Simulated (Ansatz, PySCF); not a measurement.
Potential energy curve for SeAl (cation, charge +1), lowest triplet found (which spin is the ground state isn't settled by this scan).

Computed with: UKS-B3LYP/6-31G* = unrestricted B3LYP/6-31G*, spherical d run with PySCF; UMP2/3-21G = PySCF with unrestricted MP2 (frozen core)/3-21G; UKS-M06-2X/6-31G* = unrestricted M06-2X/6-31G*, spherical d in PySCF 2.14.0; FCI = full CI/cc-pVDZ, cores with 3d frozen in Ansatz (a quantum-chemistry and plane-wave program).

Energies relative to the lowest point of each curve between 2.75 and 3.54 Å, where full CI is lowest, in mEh; the last columns give the difference from FCI:

```tsv
R / Å	UKS-B3LYP/6-31G*	UMP2/3-21G	UKS-M06-2X/6-31G*	FCI	UKS-B3LYP/6-31G* − FCI	UMP2/3-21G − FCI	UKS-M06-2X/6-31G* − FCI
2.75	2.2	11.1	2.3	3.4	-1.2	7.7	-1.1
2.85	0.8	6.8	0.6	1.3	-0.4	5.5	-0.7
3.04	0.0	2.0	0.0	0.0	0.0	2.0	0.0
3.27	1.7	0.0	2.0	1.4	0.3	-1.4	0.6
3.54	5.1	0.7	5.6	4.6	0.5	-4.0	1.0
3.82	9.0	3.0	9.5	8.4	0.5	-5.5	1.1
4.24	14.0	7.2	14.4	13.4	0.6	-6.2	1.0
4.73	18.4	11.7	18.5	17.7	0.6	-6.0	0.8
5.27	21.5	15.0	21.2	20.7	0.8	-5.7	0.5
6.07	24.0	17.4	23.3	22.9	1.1	-5.5	0.4
7.05	25.2	18.4	24.5	—	—	—	—
8.21	25.5	18.8	25.1	—	—	—	—
```

UKS-B3LYP/6-31G* is furthest from FCI at 2.75 (-1.2 mEh, below); its mean absolute difference over the points is 0.6 mEh.

UMP2/3-21G is furthest from FCI at 2.75 (7.7 mEh, above); its mean absolute difference over the points is 4.9 mEh.

UKS-M06-2X/6-31G* is furthest from FCI at 3.82 (1.1 mEh, above); its mean absolute difference over the points is 0.7 mEh.

A dash means that the run gave no value there, or that the column was ended at a point which the program doubted or which failed a test of continuity chosen for this set; such a test can also cut sound points.

The scan ran from 1.74 to 8.21 Å; beyond the distances shown full CI changes its symmetry label.
